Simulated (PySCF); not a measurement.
# Computed structure and properties of [Lu(SH)2]+

System: [Lu(SH)2]+ (singlet in the valence; each metal's 4f electrons, 14 of them, lie in its core potential, out of spins and levels); start: template (C2). Method: PySCF 2.14.0, RKS PBE0, Lu lcecp-1-SVP with ECP60, S def2-SVP, H def2-SVP; non-relativistic Hamiltonian with scalar-relativistic core potentials where named; density fitting; no spin-orbit coupling.

Input of the relaxation:

```python
mol = gto.M(atom='''
Lu     0.00000    -0.00000    -0.28747
S      2.41490    -0.00000     0.79333
H      3.22910    -0.33650    -0.21807
S     -2.41490     0.00000     0.79333
H     -3.22910     0.33650    -0.21807''',
    basis={'Lu': 'lcecp-1-SVP', 'S': 'def2-SVP', 'H': 'def2-SVP'},
    ecp={'Lu': 'lcecp-1-SVP'},
    charge=1, spin=0)
mf = dft.RKS(mol, xc='PBE0')
mf.grids.atom_grid = (50, 194)  # f atoms: unpruned, at least (60, 302)
mf = mf.density_fit()  # fitting sets: Lu AutoAux, S def2-universal-JKFIT, H def2-universal-JKFIT
mf.conv_tol = 1e-08; mf.max_cycle = 55
mf.kernel(dm0)  # dm0: converged density of the start geometry
# quasi-Newton relaxation in Cartesian coordinates to a largest gradient under 0.00045 Eh/bohr, steps kept in the point group
```

Run from Python with OMP_NUM_THREADS=2; the lines above give its settings. Where DIIS fails, smearing, a level shift and second-order steps follow.
It took 23 s on 2 threads of Arm Neoverse V2, on a shared host, from the converged density of the start.

Course of the relaxation:

```json
{"step": "0", "energy above end (eV)": "0.6670", "largest force component within the symmetry (eV/Å)": "1.853"}
{"step": "1", "energy above end (eV)": "0.3808", "largest force component within the symmetry (eV/Å)": "0.972"}
{"step": "2", "energy above end (eV)": "0.1835", "largest force component within the symmetry (eV/Å)": "0.728"}
{"step": "3", "energy above end (eV)": "0.1028", "largest force component within the symmetry (eV/Å)": "0.571"}
{"step": "4", "energy above end (eV)": "0.0165", "largest force component within the symmetry (eV/Å)": "0.358"}
{"step": "5", "energy above end (eV)": "0.0027", "largest force component within the symmetry (eV/Å)": "0.081"}
{"step": "6", "energy above end (eV)": "0.0009", "largest force component within the symmetry (eV/Å)": "0.026"}
{"step": "7", "energy above end (eV)": "0.0007", "largest force component within the symmetry (eV/Å)": "0.040"}
{"step": "8", "energy above end (eV)": "0.0004", "largest force component within the symmetry (eV/Å)": "0.033"}
{"step": "9", "energy above end (eV)": "0.0000", "largest force component within the symmetry (eV/Å)": "0.021"}
{"step": "10", "energy above end (eV)": "0.0000", "largest force component within the symmetry (eV/Å)": "0.010"}
```

Relaxed geometry (C2, nearly planar):

```xyz
5

Lu    0.0000    0.0000   -0.6941
S     1.8645   -0.0692    0.8583
H     2.8327   -0.2434   -0.0798
S    -1.8645    0.0692    0.8583
H    -2.8327    0.2434   -0.0798
```

```json
{"contact": "Lu1–S2 (SH)", "Å": "2.427"}
{"contact": "Lu1–S4 (SH)", "Å": "2.427"}
```

On the finer grid (75, 302):

| Item | Value |
| --- | --- |
| HOMO | -12.26 eV |
| LUMO | -7.83 eV |
| Dipole about the centre of mass | 7.04 D |
| Set of Mulliken populations of Lu1 outside the core potential | s 2.46, p 6.24, d 1.23, f 0.03 |
| D3(BJ) dispersion energy (not in the energies) | -0.115 eV |

| atom | Mulliken (e) | Löwdin (e) | spin (e) |
| --- | --- | --- | --- |
| Lu1 | 1.04 | 0.47 | 0.00 |
| S2 | -0.17 | 0.21 | 0.00 |
| H3 | 0.15 | 0.06 | 0.00 |
| S4 | -0.17 | 0.21 | 0.00 |
| H5 | 0.15 | 0.06 | 0.00 |

The 4f levels lie in the core potential and are missing.

On the grid (50, 194), as all that follows. Harmonic modes: a minimum; lowest 77 cm⁻¹ (negative: unstable), highest 2660 cm⁻¹, zero-point energy 0.451 eV.

Taking off one SH (charge -1, singlet; the rest: singlet) in vacuum, both parts rigid, costs 14.89 eV; the small basis without counterpoise inflates it. Most of it is the attraction of opposite charges; other ways to part are cheaper, and one spin state was tried for the rest.

Rigid scan of SH along the line from its metal:

distance to S2 (Å), energy (eV) and a bar:
```
     2.13      0.903 ########
     2.23      0.350 ###
     2.33      0.077 #
     2.43      0.000 
     2.53      0.059 #
     2.63      0.211 ##
     2.83      0.672 ######
     3.13      1.504 #############
     3.53      2.536 ######################
     4.03      3.492 ##############################
```

One start shape was tried, so this needn't be the lowest isomer.

An lcecp potential fixes the number of 4f electrons, so in runs with it no electron can move into or out of that shell.
